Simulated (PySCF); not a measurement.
**CdO at PBE0**

Level: PBE0. Cd cc-pVDZ-PP with ECP28, O cc-pVDZ; scalar-relativistic core potentials (PySCF 2.14).

| Item | Value |
| --- | --- |
| state | ³Σ⁺ (triplet), unpaired electrons σ ↑↑, a second solution, started from another occupation |
| bond length | 198.9 pm |
| harmonic wavenumber | 536 cm⁻¹ |
| force constant | 2.37 mdyn/Å |
| rotational constant Be | 0.3038 cm⁻¹ |
| anharmonicity ωexe | 2.62 cm⁻¹ |
| vibration–rotation constant αe | 0.00231 cm⁻¹ |
| energy of the minimum from ground-state Cd + O | 0.77 eV |
| bond order (Mayer) | 0.95 |
| dipole moment (positive dipole means Cd(−)O(+)) | -3.26 D |

Spin–orbit coupling is left out.
